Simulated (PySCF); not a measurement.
# How methods differ on the excitation energy of Sc²⁺

Sc²⁺ [Ar] 3d1 (2D) → Sc²⁺ [Ar] 4p1 (2P), as a difference of total energies. Calculation: PySCF 2.14, in ANO-RCC-VTZP; the spin-free X2C one-electron Hamiltonian (Gaussian nucleus). Correlated levels: valence and next inner shell: [Ne] frozen. The calculations carry no spin-orbit coupling.

| method | excitation energy (cm⁻¹) |
| --- | --- |
| UHF | 59426 |
| LDA | 62504 |
| PBE | 62291 |
| PBE0 | 62959 |
| r2SCAN | 63818 |
| TPSSh | 63804 |
| M06 | 61075 |
| CAM-B3LYP | 63463 |
| MP2 (valence and next inner shell) | 60482 |
| SCS-MP2 (valence and next inner shell) | 60601 |

A first-order spin-orbit estimate (lowest level to lowest level, LS coupling) adds -0.010 eV.

The basis was made for the ground configuration and has no added diffuse functions, so the excitation energy can come out too high.
